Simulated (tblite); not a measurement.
Species: C5H5FO2SSe.
Numbering: `[CH3:1][S:2](=[O:3])(=[O:4])[c:5]1[cH:6][cH:7][c:8]([F:9])[se:10]1` (hydrogens: H11, H12, H13 on C1; H14 on C6; H15 on C7)

Computed with GFN2-xTB (tblite), gas phase: L-BFGS steps from a force-field or distance-geometry start until the largest atomic force falls under 0.01 eV/Å.

The end geometry, which sets the zero of energy:
```
atom  x, y, z in Å
C1     -2.3198    0.7846   -0.3135
S2     -1.4993   -0.8214   -0.1444
O3     -1.9794   -1.4610    1.0446
O4     -1.5920   -1.5203   -1.4007
C5      0.2236   -0.4305   -0.0088
C6      0.9691    0.0611    1.0146
C7      2.3384    0.2336    0.7005
C8      2.6339   -0.1298   -0.5754
F9      3.8502   -0.0670   -1.1164
Se10    1.1766   -0.7674   -1.5601
H11    -3.3763    0.5997   -0.4635
H12    -2.1570    1.3440    0.5985
H13    -1.8958    1.2888   -1.1724
H14     0.5529    0.2869    1.9806
H15     3.0705    0.6067    1.3944
```

**Question.** These geometries come from the run, each turned onto the end geometry. Order them by energy, lowest first.
A.
```
atom  x, y, z in Å
C1     -2.2500    0.7851   -0.4701
S2     -1.5312   -0.8199   -0.0330
O3     -1.9920   -1.2045    1.2685
O4     -1.7030   -1.7287   -1.1338
C5      0.2031   -0.4600    0.0230
C6      0.9955   -0.1517    1.0820
C7      2.3361    0.1451    0.7378
C8      2.5632    0.0734   -0.6000
F9      3.7369    0.3003   -1.1876
Se10    1.0731   -0.4306   -1.6161
H11    -3.3271    0.6687   -0.5220
H12    -1.9747    1.4908    0.3069
H13    -1.8518    1.0754   -1.4374
H14     0.6299   -0.1373    2.0952
H15     3.0876    0.4018    1.4645
```
B.
```
atom  x, y, z in Å
C1     -2.3650    0.7589   -0.5813
S2     -1.4992   -0.7195    0.0162
O3     -1.8661   -0.9307    1.3867
O4     -1.6877   -1.7870   -0.9256
C5      0.2196   -0.2808   -0.0310
C6      1.0272   -0.2617    1.0592
C7      2.3924   -0.0086    0.7814
C8      2.6347    0.1554   -0.5444
F9      3.8236    0.4187   -1.0854
Se10    1.1225   -0.0173   -1.6358
H11    -3.3759    0.6951   -0.1948
H12    -1.8745    1.6418   -0.1852
H13    -2.3526    0.7411   -1.6649
H14     0.6377   -0.4380    2.0477
H15     3.1591    0.0406    1.5353
```
C.
```
atom  x, y, z in Å
C1     -2.2507    0.7917   -0.3263
S2     -1.5176   -0.8522   -0.1001
O3     -2.0306   -1.4380    1.1019
O4     -1.6348   -1.5789   -1.3373
C5      0.2138   -0.5069    0.0247
C6      0.9623    0.0153    1.0295
C7      2.3138    0.2491    0.6811
C8      2.5896   -0.0885   -0.6064
F9      3.7813    0.0458   -1.1875
Se10    1.1354   -0.7869   -1.5561
H11    -3.2686    0.6673   -0.6724
H12    -2.2337    1.3000    0.6298
H13    -1.6645    1.3166   -1.0702
H14     0.5587    0.2203    2.0051
H15     3.0411    0.6533    1.3622
```
D.
```
atom  x, y, z in Å
C1     -2.4191    0.7495   -0.5665
S2     -1.5144   -0.7172    0.0142
O3     -1.8197   -0.8897    1.4038
O4     -1.8181   -1.7941   -0.8804
C5      0.2411   -0.2919   -0.0899
C6      1.0502   -0.2787    1.0027
C7      2.4267   -0.0185    0.7823
C8      2.6915    0.1618   -0.5350
F9      3.9146    0.4246   -0.9922
Se10    1.2016    0.0083   -1.6704
H11    -3.4400    0.7483   -0.1852
H12    -1.9214    1.6454   -0.2136
H13    -2.4349    0.6923   -1.6481
H14     0.6729   -0.4607    1.9839
H15     3.1645    0.0287    1.5723
```
E.
```
atom  x, y, z in Å
C1     -2.3160    0.7847   -0.3155
S2     -1.5007   -0.8211   -0.1249
O3     -1.9750   -1.4380    1.0785
O4     -1.6049   -1.5437   -1.3678
C5      0.2218   -0.4301   -0.0051
C6      0.9737    0.0631    1.0125
C7      2.3399    0.2348    0.6873
C8      2.6268   -0.1293   -0.5896
F9      3.8417   -0.0689   -1.1331
Se10    1.1598   -0.7601   -1.5669
H11    -3.3417    0.5973   -0.6097
H12    -2.2796    1.2914    0.6398
H13    -1.7950    1.3379   -1.0863
H14     0.5667    0.2822    1.9842
H15     3.0781    0.6076    1.3747
```

**Answer.** E (0.003 eV), C (0.009 eV), A (0.026 eV), B (0.069 eV), D (0.145 eV).

In the order of the answer:

```csv
step,E above end (eV),largest force (eV/Å),rms force component (eV/Å),rms distance from end (Å),rms bond change (Å),bond most changed (Å)
98,0.003,0.06,0.018,0.067,0.001,S2–C5 -0.002
83,0.009,0.05,0.019,0.117,0.001,C1–S2 +0.003
61,0.026,0.11,0.042,0.282,0.002,C5–Se10 +0.004
23,0.069,0.11,0.041,0.543,0.003,C5–Se10 +0.008
7,0.145,0.39,0.155,0.572,0.012,S2–C5 +0.037
```

What follows is the cost of the whole relaxation. Time: 0.86 s wall. Hardware: one thread of an Arm Neoverse V2, shared host.
